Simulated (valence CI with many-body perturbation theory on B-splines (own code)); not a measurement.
# E1 transitions of W LX

Method: relativistic CI+MBPT: five valence electrons over a frozen Dirac-Fock core [Ne], a basis of 9 s, 9 p, 8 d, 6 f, 3 g, 1 h functions for each j, with the one-electron correlation potential Σ1, the two-electron term Σ2, the three-electron term Σ3, Breit, model QED; selected CI, second order for the rest (own B-spline code, finite nucleus).

No measured spectrum was set against this ion. As an estimate, large intervals hold to a few tenths of a per cent, small ones and those within an open d or f shell to about a per cent. Among the levels kept, up to 540 cm⁻¹ of a level comes from second order outside the variational space, and about a tenth of that is noise between levels of different J, which matters for small intervals.

Lines 1 to 50 of 221 in falling wavelength, among levels below 931.50 eV, chosen from the strongest by gf and those to the six lowest levels. Wavelengths and rates use the calculated energies. Electric multipoles are in the length gauge, E1 and E2 with the static RPA response of the core. Weak lines are less certain than strong ones. Lines between different terms over intervals too small for the method are left out, as are lines whose strength nearly cancels. The highest levels of a list are the least certain.

Levels are named by their leading jj configuration (3d3/2^4 stands for four electrons in 3d with j = 3/2), which in mixed levels can hold well under half, so a name can repeat and another be missing. Letters in brackets count levels of one name in rising energy.

```csv
λ vac (nm),Upper,Lower,A (s⁻¹),log gf,Branch %
71.65,(3s^2 3p1/2 3p3/2^2) J=3/2,(3s^2 3p1/2^2 3d5/2) J=5/2,3.56e+04,-4.96,0.0
42.60,(3s^2 3p1/2 3p3/2^2) J=5/2,(3s^2 3p1/2^2 3d5/2) J=5/2,2.86e+05,-4.33,0.2
11.10,(3s^2 3p1/2 3p3/2^2) J=3/2,(3s^2 3p1/2^2 3d3/2) J=3/2,7.24e+04,-6.27,0.0
10.35,(3s 3p1/2^2 3p3/2 3d3/2) J=5/2 [a],(3s^2 3p1/2 3p3/2 3d3/2) J=3/2 [b],1.94e+09,-1.73,4.6
10.04,(3s^2 3p1/2 3p3/2^2) J=5/2,(3s^2 3p1/2^2 3d3/2) J=3/2,5.59e+07,-3.30,43.2
8.929,(3s^2 3p1/2 3p3/2^2) J=1/2,(3s^2 3p1/2^2 3d3/2) J=3/2,5.46e+05,-5.88,0.2
8.777,(3s 3p1/2^2 3p3/2 3d3/2) J=7/2,(3s^2 3p1/2 3p3/2 3d3/2) J=5/2 [b],7.80e+09,-1.14,17.7
8.336,(3s 3p1/2^2 3p3/2 3d3/2) J=3/2 [b],(3s^2 3p1/2 3p3/2 3d3/2) J=3/2 [b],5.39e+09,-1.65,0.8
8.297,(3s 3p1/2^2 3p3/2 3d3/2) J=3/2 [b],(3s^2 3p1/2 3p3/2 3d3/2) J=1/2 [b],2.78e+09,-1.94,0.4
7.767,(3s 3p1/2^2 3p3/2 3d3/2) J=3/2 [b],(3s^2 3p1/2 3p3/2 3d3/2) J=5/2 [b],1.41e+09,-2.29,0.2
7.757,(3s 3p1/2^2 3p3/2 3d3/2) J=5/2 [b],(3s^2 3p1/2 3p3/2 3d3/2) J=3/2 [b],1.24e+09,-2.17,0.1
7.753,(3s 3p1/2^2 3p3/2 3d5/2) J=7/2 [a],(3s^2 3p1/2 3p3/2 3d5/2) J=7/2 [b],7.00e+09,-1.30,2.0
7.740,(3s 3p1/2^2 3p3/2 3d5/2) J=9/2,(3s^2 3p1/2 3p3/2 3d5/2) J=9/2,1.09e+10,-1.01,29.0
7.732,(3s 3p1/2^2 3p3/2 3d3/2) J=5/2 [a],(3s^2 3p1/2 3p3/2 3d3/2) J=7/2,2.57e+09,-1.86,6.0
7.693,(3s 3p1/2^2 3p3/2 3d5/2) J=7/2 [a],(3s^2 3p1/2 3p3/2 3d5/2) J=5/2 [b],1.03e+10,-1.13,3.0
7.624,(3s 3p1/2^2 3p3/2^2) J=5/2,(3s^2 3p1/2 3p3/2^2) J=5/2,9.87e+09,-1.29,2.8
7.547,(3s 3p1/2^2 3p3/2 3d3/2) J=1/2 [b],(3s^2 3p1/2 3p3/2 3d3/2) J=3/2 [b],3.75e+09,-2.19,0.3
7.515,(3s 3p1/2^2 3p3/2 3d3/2) J=1/2 [b],(3s^2 3p1/2 3p3/2 3d3/2) J=1/2 [b],1.16e+10,-1.71,0.8
7.331,(3s 3p1/2^2 3p3/2 3d3/2) J=5/2 [a],(3s^2 3p1/2 3p3/2 3d3/2) J=3/2 [a],2.71e+09,-1.88,6.4
7.261,(3s 3p1/2^2 3p3/2 3d3/2) J=5/2 [b],(3s^2 3p1/2 3p3/2 3d3/2) J=5/2 [b],6.35e+09,-1.52,0.5
7.252,(3s 3p1/2^2 3p3/2 3d3/2) J=7/2,(3s^2 3p1/2 3p3/2 3d3/2) J=7/2,1.46e+10,-1.03,33.1
7.239,(3s 3p1/2^2 3p3/2 3d3/2) J=3/2 [a],(3s^2 3p1/2 3p3/2 3d3/2) J=3/2 [a],9.40e+09,-1.53,9.7
7.228,(3s 3p1/2^2 3p3/2 3d3/2) J=3/2 [a],(3s^2 3p1/2 3p3/2 3d3/2) J=1/2 [a],3.02e+09,-2.02,3.1
7.181,(3s 3p1/2^2 3p3/2 3d3/2) J=5/2 [a],(3s^2 3p1/2 3p3/2 3d3/2) J=5/2 [a],1.47e+10,-1.17,34.5
7.162,(3s 3p1/2^2 3p3/2 3d5/2) J=9/2,(3s^2 3p1/2 3p3/2 3d5/2) J=7/2 [a],2.64e+10,-0.69,70.2
7.146,(3s 3p1/2^2 3p3/2 3d3/2) J=1/2 [a],(3s^2 3p1/2 3p3/2 3d3/2) J=3/2 [a],1.02e+10,-1.81,24.4
7.136,(3s 3p1/2^2 3p3/2 3d3/2) J=1/2 [a],(3s^2 3p1/2 3p3/2 3d3/2) J=1/2 [a],1.70e+10,-1.59,40.8
7.130,(3s 3p1/2^2 3p3/2 3d5/2) J=5/2 [a],(3s^2 3p1/2 3p3/2 3d5/2) J=5/2 [a],1.64e+10,-1.12,4.0
7.109,(3s 3p1/2^2 3p3/2^2) J=5/2,(3s^2 3p1/2 3p3/2^2) J=3/2,1.57e+10,-1.15,4.5
7.103,(3s 3p1/2 3p3/2^3) J=5/2,(3s^2 3p3/2^3) J=3/2,1.66e+10,-1.12,1.4
7.092,(3s 3p1/2^2 3p3/2 3d3/2) J=3/2 [a],(3s^2 3p1/2 3p3/2 3d3/2) J=5/2 [a],1.26e+10,-1.42,13.0
7.005,(3s 3p1/2^2 3p3/2^2) J=3/2,(3s^2 3p1/2 3p3/2^2) J=1/2,1.36e+05,-6.40,0.0
7.004,(3s 3p1/2^2 3p3/2 3d5/2) J=7/2 [b],(3s^2 3p1/2 3p3/2 3d5/2) J=7/2 [b],4.94e+09,-1.54,0.4
6.994,(3s 3p1/2^2 3p3/2 3d5/2) J=1/2,(3s^2 3p1/2 3p3/2 3d5/2) J=3/2 [b],3.00e+10,-1.36,8.1
6.988,(3s 3p1/2^2 3p3/2 3d5/2) J=5/2 [a],(3s^2 3p1/2 3p3/2 3d5/2) J=3/2 [a],2.34e+10,-0.99,5.6
6.955,(3s 3p1/2^2 3p3/2 3d5/2) J=7/2 [b],(3s^2 3p1/2 3p3/2 3d5/2) J=5/2 [b],9.99e+09,-1.24,0.8
6.929,(3s 3p1/2^2 3p3/2^2) J=1/2,(3s^2 3p1/2 3p3/2^2) J=1/2,3.42e+10,-1.31,5.0
6.866,(3s 3p1/2^2 3p3/2 3d5/2) J=3/2 [b],(3s^2 3p1/2 3p3/2 3d5/2) J=1/2,2.17e+10,-1.21,1.8
6.778,(3s 3p1/2^2 3p3/2 3d5/2) J=3/2 [a],(3s^2 3p1/2 3p3/2 3d5/2) J=5/2 [a],2.36e+10,-1.19,3.1
6.765,(3s 3p1/2^2 3p3/2 3d3/2) J=7/2,(3s^2 3p1/2 3p3/2 3d3/2) J=5/2 [a],3.70e+09,-1.69,8.4
6.722,(3s 3p1/2^2 3p3/2 3d5/2) J=3/2 [b],(3s^2 3p1/2 3p3/2 3d5/2) J=3/2 [b],2.73e+10,-1.13,2.3
6.719,(3s 3p1/2^2 3p3/2 3d5/2) J=7/2 [a],(3s^2 3p1/2 3p3/2 3d5/2) J=9/2,8.44e+09,-1.34,2.4
6.650,(3s 3p1/2^2 3p3/2 3d5/2) J=3/2 [a],(3s^2 3p1/2 3p3/2 3d5/2) J=3/2 [a],7.74e+09,-1.69,1.0
6.497,(3s^2 3p1/2 3d3/2^2) J=5/2,(3s^2 3p1/2 3p3/2 3d3/2) J=3/2 [b],3.01e+09,-1.94,0.2
6.491,(3s 3p1/2^2 3p3/2 3d5/2) J=5/2 [b],(3s^2 3p1/2 3p3/2 3d5/2) J=7/2 [b],3.75e+10,-0.85,3.5
6.448,(3s 3p1/2^2 3p3/2 3d5/2) J=5/2 [b],(3s^2 3p1/2 3p3/2 3d5/2) J=5/2 [b],1.57e+10,-1.23,1.5
6.445,(3s 3p1/2^2 3p3/2^2) J=3/2,(3s^2 3p1/2 3p3/2^2) J=5/2,3.47e+10,-1.06,3.8
6.414,(3s^2 3p1/2 3d3/2^2) J=3/2,(3s^2 3p1/2 3p3/2 3d5/2) J=5/2 [a],4.33e+09,-1.97,0.1
6.370,(3s 3p1/2 3p3/2^3) J=1/2,(3s^2 3p3/2^3) J=3/2,3.48e+10,-1.37,1.6
6.339,(3s 3p1/2^2 3p3/2 3d3/2) J=5/2 [a],(3s 3p1/2^2 3p3/2^2) J=3/2,9.19e+09,-1.48,21.6
```
